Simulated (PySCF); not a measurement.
PySCF 2.14 output of an unrestricted r2SCAN calculation on a single atom or ion in x2c-TZVPPall with one added diffuse shell each of s, p, d, f type (9s7p7d3f1g, 95 functions), with the spin-free X2C one-electron Hamiltonian (Gaussian nucleus):

```
SCF conv_tol = 1e-09
number electrons alpha = 20  beta = 18
    J. W. Furness, A. D. Kaplan, J. Ning, J. P. Perdew, and J. Sun.,  J. Phys. Chem. Lett. 11, 8208-8215 (2020)
    J. W. Furness, A. D. Kaplan, J. Ning, J. P. Perdew, and J. Sun.,  J. Phys. Chem. Lett. 11, 9248-9248 (2020)
    J. W. Furness, A. D. Kaplan, J. Ning, J. P. Perdew, and J. Sun.,  J. Phys. Chem. Lett. 11, 8208-8215 (2020)
    J. W. Furness, A. D. Kaplan, J. Ning, J. P. Perdew, and J. Sun.,  J. Phys. Chem. Lett. 11, 9248-9248 (2020)
cycle= 1 E= -3597.50594046983  delta_E= -0.00807  |g|= 0.0493  |ddm|= 0.0907
cycle= 2 E= -3597.5060927699  delta_E= -0.000152  |g|= 0.0204  |ddm|= 0.0174
cycle= 3 E= -3597.50611740363  delta_E= -2.46e-05  |g|= 0.00185  |ddm|= 0.00548
cycle= 4 E= -3597.50611808378  delta_E= -6.8e-07  |g|= 0.0003  |ddm|= 0.00168
cycle= 5 E= -3597.506118107  delta_E= -2.32e-08  |g|= 8.22e-06  |ddm|= 0.000297
cycle= 6 E= -3597.50611810716  delta_E= -1.59e-10  |g|= 1.65e-06  |ddm|= 5.83e-05
converged SCF energy = -3597.50611810716  <S^2> = 2.0018238  2S+1 = 3.0012156
```

The run itself started from symmetry-adapted Hartree-Fock orbitals and held the occupation by maximum overlap, on a logarithmic radial grid, so the iterations belong to that start.

Question: Which element, charge and spin multiplicity is this?

Answer: Zr²⁺ (zirconium, charge +2), multiplicity 3; the state was [Kr] 4d2, high-spin 3F determinant.
